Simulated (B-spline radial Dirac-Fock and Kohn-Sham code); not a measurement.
Kr⁷⁺: input and output of one calculation

ΔSCF core binding energies without Breit or QED terms, calculated with a radial B-spline solver. Keys: rel is the Hamiltonian (dirac, or spin-free x2c and nr, where L3 and M5 stand for the whole 2p and 3d shells), method is hf or an exchange,correlation pair (spin-unpolarised, also for the hole states), nuc the nuclear model, radius_factor scales its radius, rmax is the box in bohr, h the logarithmic mesh step, order the B-spline order, points the quadrature points per cell, c_factor scales the speed of light, and damp, ndamp, maxit and tol steer the iteration. The run stops when the commutator error falls below 10·tol·max(1, Z/10), or the numerical noise floor, and the energy has settled to about 1e-8 Ha; the virial ratio is −V/T.

Input (task.json):

```json
{"items": [{"Z": 36, "q": 7, "cfg": [[1, 0, 2], [2, 0, 2], [2, 1, 6], [3, 0, 2], [3, 1, 6], [3, 2, 10], [4, 0, 1]], "A": 84, "rrms": 4.1884, "do": "settings", "holes": ["K", "L3", "M5"],
  "settings": [{"rel": "dirac", "method": "hf", "nuc": "fermi", "radius_factor": 1.0, "rmax": 45.0, "h": 0.3, "order": 8, "points": 10, "c_factor": 1.0, "maxit": 5, "damp": 0.5, "ndamp": 3, "tol": 1e-08}]}]}
```

Command: `python xray2_run.py task.json out`

Ground-state iterations:

```
iter   energy (Ha)        error
   1    -2754.49272483  1.43e+00
   2    -2769.76904689  1.06e+00
   3    -2774.87626318  2.94e-01
   4    -2775.28199836  7.44e-02
   5    -2775.30309431  3.60e-02
```

The ground state had not converged after 5 iterations, with total energy -2775.30309 Ha, virial ratio 1.97489 and highest orbital energy -125.06 eV. ΔSCF binding energies: K (1s) 14483.8 eV, L3 (2p3/2) 1803.1 eV, M5 (3d5/2) 209.7 eV (not all states converged, so these are not final).

Q: One setting is unsound. Which, and why?

A: maxit ends the run before self-consistency. With the default settings (Dirac Hartree-Fock): The ground state converged in 9 iterations, with total energy -2775.31038 Ha, virial ratio 1.97335 and highest orbital energy -124.82 eV. ΔSCF binding energies: K (1s) 14483.6 eV, L3 (2p3/2) 1802.9 eV, M5 (3d5/2) 209.6 eV.
